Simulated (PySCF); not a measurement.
## TlN at PBE0

Computed with PBE0; PySCF, scalar-relativistic core potentials, basis sets Tl cc-pVTZ-PP with ECP60, N cc-pVTZ.

```
state                                           : ³Π (triplet), unpaired electrons σ ↑, π ↑, a second solution, started from another occupation
bond length                                     : 2.153 Å
harmonic wavenumber                             : 449 cm⁻¹
force constant                                  : 1.56 mdyn/Å
rotational constant Be                          : 0.2774 cm⁻¹
anharmonicity ωexe                              : 3.00 cm⁻¹
vibration–rotation constant αe                  : 0.00240 cm⁻¹
energy of the minimum from ground-state Tl + N  : -1.37 eV
bond order (Mayer)                              : 1.28
dipole moment (positive dipole means Tl(−)N(+)) : -3.53 D
```

Spin–orbit coupling is left out, which matters for elements this heavy, above all for dissociation energies.
